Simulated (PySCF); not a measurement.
**Bond curve of RbO**

Set-up: basis Rb def2-SVPD with ECP28, O def2-SVPD; scalar-relativistic core potentials; PySCF 2.14. Energies in eV from Rb + O in their ground configurations at the same level. State: ²Π (doublet), unpaired electrons π ↑.

```json
{"R (Å)": "2.159", "UHF-SCS-MP2": "-1.837", "B2PLYP": "-2.038", "PBE0": "-2.090"}
{"R (Å)": "2.260", "UHF-SCS-MP2": "-2.198", "B2PLYP": "-2.376", "PBE0": "-2.403"}
{"R (Å)": "2.360", "UHF-SCS-MP2": "-2.402", "B2PLYP": "-2.562", "PBE0": "-2.569"}
{"R (Å)": "2.436", "UHF-SCS-MP2": "-2.481", "B2PLYP": "-2.630", "PBE0": "-2.625"}
{"R (Å)": "2.511", "UHF-SCS-MP2": "-2.513", "B2PLYP": "-2.655", "PBE0": "-2.639"}
{"R (Å)": "2.586", "UHF-SCS-MP2": "-2.511", "B2PLYP": "-2.646", "PBE0": "-2.622"}
{"R (Å)": "2.687", "UHF-SCS-MP2": "-2.468", "B2PLYP": "-2.598", "PBE0": "-2.564"}
{"R (Å)": "2.812", "UHF-SCS-MP2": "-2.372", "B2PLYP": "-2.499", "PBE0": "-2.456"}
{"R (Å)": "2.963", "UHF-SCS-MP2": "-2.220", "B2PLYP": "-2.347", "PBE0": "-2.297"}
{"R (Å)": "3.164", "UHF-SCS-MP2": "-1.989", "B2PLYP": "-2.121", "PBE0": "-2.066"}
```

**Question.** Put a parabola through the three lowest points of the UHF-SCS-MP2 curve and estimate Re, k and ωe (reduced mass 13.46 u; 1 eV/Å² = 0.16022 mdyn/Å; ωe = 1302.8·√(k/μ) cm⁻¹).

**Answer.** Through R = 2.436, 2.511, 2.586 Å the second-order coefficient is 3.02 eV/Å², so Re ≈ 2.544 Å, k ≈ 0.968 mdyn/Å and ωe ≈ 349 cm⁻¹. A polynomial fit of higher order to the unrounded UHF-SCS-MP2 energies gives Re = 2.541 Å, k = 0.873 mdyn/Å, ωe = 332 cm⁻¹; anharmonicity and rounding make the difference.

The higher-order fit for each curve: UHF-SCS-MP2: Re = 2.541 Å, ωe = 332 cm⁻¹, De = 2.52 eV; B2PLYP: Re = 2.526 Å, ωe = 332 cm⁻¹, De = 2.66 eV; PBE0: Re = 2.503 Å, ωe = 338 cm⁻¹, De = 2.64 eV.

Correlated steps freeze 1 core orbital. Correlated levels converge slowly with the basis: in double zeta they bind strong bonds too weakly, by up to about 1 eV, and carry superposition errors of some tenths. Spin–orbit coupling is left out. B2PLYP dipoles, levels and charges come from its SCF part alone. The state was picked by a PBE0 search and need not be the measured ground state.
